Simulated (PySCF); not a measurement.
A structure optimised at PBE0-D3(BJ)/def2-SVP, used in a PySCF frequency run:

```xyz
14

C      1.2588     0.7267    -0.4332
C      0.0000     0.0000     0.0057
C      0.0000    -1.4535    -0.4332
C     -1.2588     0.7267    -0.4332
F      0.0000     0.0000     1.4028
H      1.3286     0.7671    -1.5302
H      1.2585     1.7559    -0.0453
H      2.1499     0.2119    -0.0453
H      0.0000    -1.5341    -1.5302
H     -0.8914    -1.9678    -0.0453
H      0.8914    -1.9678    -0.0453
H     -1.2585     1.7559    -0.0453
H     -1.3286     0.7671    -1.5302
H     -2.1499     0.2119    -0.0453
```
Charge 0, spin multiplicity 1.

### Question
Write its SMILES, formula and point group.

### Answer
CC(C)(C)F, C4H9F, C3v

### Question
What are its rotational constants (standard atomic weights)?

### Answer
4.7469, 4.7469, 4.5339 GHz
